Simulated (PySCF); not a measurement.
Al(OH)(OMe)(SeH) (CH₅AlO₂Se), SMILES C[O][Al]([OH])[SeH]. Atoms are numbered in the order given.

```xyz
10

Al     0.5315    -0.4293     0.0459
O      2.0070    -0.4837     0.8867
H      2.6798    -1.1678     0.8560
O     -0.0435    -1.5947    -1.0254
C      0.1840    -2.8152    -1.6539
H      0.1984    -2.6915    -2.7520
H      1.1453    -3.2786    -1.3574
H     -0.6205    -3.5334    -1.4127
Se    -0.8035     1.4064     0.4048
H      0.1944     1.9533     1.3388
```

Coordinates come from a r2SCAN-D4/def2-SVP optimisation. Other conformers were not sampled.

All values below come from PySCF 2.14.0 with r2SCAN-D4/def2-SVP.

Frequencies are harmonic and unscaled.

**Question.** Give all harmonic wavenumbers and intensities. (Estimate from the structure and the level; the computed values follow.)

**Answer.** 
```
mode  ν (cm⁻¹)  IR (km/mol)   moving atoms (share of kinetic energy)
----  --------  -----------  ---------------------------------------
1           52          0.0                                   H 92 %
2           62          1.9          C 34 %, O 25 %, H 24 %, Al 10 %
3           70          1.2                   O 49 %, H 27 %, C 17 %
4          135          5.5  O 53 %, Al 14 %, C 13 %, Se 11 %, H 9 %
5          209         28.2                  O 60 %, Se 23 %, H 13 %
6          228          7.0                          H 62 %, Al 30 %
7          243         36.4                  H 53 %, Al 30 %, O 14 %
8          287        140.4                   H 74 %, O 17 %, Al 8 %
9          379         62.9         Al 38 %, O 23 %, Se 19 %, H 16 %
10         510        144.4                           H 64 %, O 34 %
11         589          0.7                                   H 93 %
12         711        117.3          Al 49 %, C 21 %, O 18 %, H 12 %
13         899        109.3                          Al 45 %, O 43 %
14        1181         23.4                           H 73 %, C 20 %
15        1188          0.2                           H 76 %, C 19 %
16        1266        468.2                           O 58 %, C 33 %
17        1473          1.6                                   H 97 %
18        1479          2.0                                   H 95 %
19        1485         20.2                            H 89 %, C 8 %
20        2437          4.2                                   H 99 %
21        2975        131.4                                   H 97 %
22        3057         55.6                            H 91 %, C 9 %
23        3075         41.2                           H 90 %, C 10 %
24        3949         94.3                                   H 94 %
```
